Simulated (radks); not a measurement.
Problem. All-electron atom: Kr I in [Ar] 3d8 4s2 4p6 5s2 (not the ground configuration). All-electron calculation, scalar-relativistic Kohn-Sham, r2SCAN, spin-polarised, spherical densities, finite nucleus; open shells are filled with parallel spins first; meta-GGA in the generalised Kohn-Sham scheme; Fermi nuclear charge, rms radius 4.1884 fm. Program: a radial shooting solver on a logarithmic mesh with Libxc functionals. Some entries of the table are withheld. Estimate them.

| orbital | occ. | eigenvalue (eV) | <1/r> (bohr^-1) |
|---|---|---|---|
| 1s up | 1 | -14242.63 | 36.76 |
| 1s down | 1 | -14242.62 | 36.76 |
| 2s up | 1 | -1932.029 | 8.178 |
| 2s down | 1 | -1928.740 | 8.187 |
| 2p up | 3 | -1711.682 | 7.981 |
| 2p down | 3 | -1709.236 | 7.988 |
| 3s up | 1 | -313.4536 | 2.763 |
| 3s down | 1 | -308.9412 | 2.753 |
| 3p up | 3 | -242.2184 | 2.615 |
| 3p down | 3 | -237.6354 | 2.603 |
| 3d up | 5 | -125.8069 | (1) |
| 3d down | 3 | -120.8315 | (2) |
| 4s up | 1 | (3) | 0.9511 |
| 4s down | 1 | (4) | 0.9414 |
| 4p up | 3 | -23.2306 | (5) |
| 4p down | 3 | -22.8116 | (6) |
| 5s up | 1 | -3.5254 | 0.2791 |
| 5s down | 1 | -3.4731 | 0.2763 |

Solution. 
(1) 3d up <1/r> (bohr^-1): 2.373
(2) 3d down <1/r> (bohr^-1): 2.358
(3) 4s up eigenvalue (eV): -40.4959
(4) 4s down eigenvalue (eV): -39.9123
(5) 4p up <1/r> (bohr^-1): 0.8254
(6) 4p down <1/r> (bohr^-1): 0.8165
